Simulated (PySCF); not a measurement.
```xyz
3
charge 0 multiplicity 1, angstrom
Lu    0.0000   -0.3419   -0.6303
O     0.0000    0.8636   -1.9362
Br    0.0000    0.5798    1.7870
```

Level of theory: PySCF, PBE0, basis Lu def2-SVP with ECP28, O def2-SVP, Br def2-SVP (scalar-relativistic core potentials, no spin–orbit coupling, density fitting).

This geometry of LuOBr is a stationary point at this level.

(1) What is the point group?

(2) Is it a minimum?

(3) Which band is strongest in the infrared?

(4) Give the atomic charges and bond orders.

Results:

(1) Cs.

(2) Yes: all harmonic wavenumbers are real.

(3) 886 cm⁻¹ (a'), 170 km/mol.

(4) 
```csv
atom,Mulliken,Löwdin,polar tensor,Mayer order to Lu1
Lu1,0.91,0.30,1.61,–
O2,-0.53,-0.24,-1.01,2.23
Br3,-0.38,-0.06,-0.61,1.06
```

Stability towards spin polarisation was not tested. Only a few start shapes were tried, so a lower isomer may exist.
